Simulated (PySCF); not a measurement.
Vibration and rotation of SbBr⁻

UHF constants of SbBr⁻, ²Π (doublet), unpaired electrons π ↑ (basis Sb def2-TZVPPD with ECP28, Br def2-TZVPPD; scalar-relativistic core potentials; PySCF 2.14; masses 120.9038 and 78.9183 u):

* ωe: 183.4 cm⁻¹
* ωexe: 0.703 cm⁻¹
* Be: 0.048889 cm⁻¹
* αe: 0.000223 cm⁻¹

Q: What force constant and bond length do these constants imply?

A: Reduced mass μred = 47.750 u; k = 5.8918×10⁻⁷·μred·ωe² (u, cm⁻¹, mdyn/Å) = 0.946 mdyn/Å; Re = √(16.8576/(μred·Be)) (u, cm⁻¹, Å) = 2.687 Å.

Q: Estimate the centrifugal constant D from the Kratzer relation and find the Dunham coefficient a1.

A: D = 4Be³/ωe² = 1.39e-08 cm⁻¹; a1 = −1 − αeωe/(6Be²) = -3.85.

Spin–orbit coupling is left out, which matters for elements this heavy, above all for dissociation energies. Hartree–Fock leaves out correlation, which carries a large part of most bond energies and some tenths to 1 eV of ionisation energies. The state was picked by a PBE0 search and need not be the measured ground state.
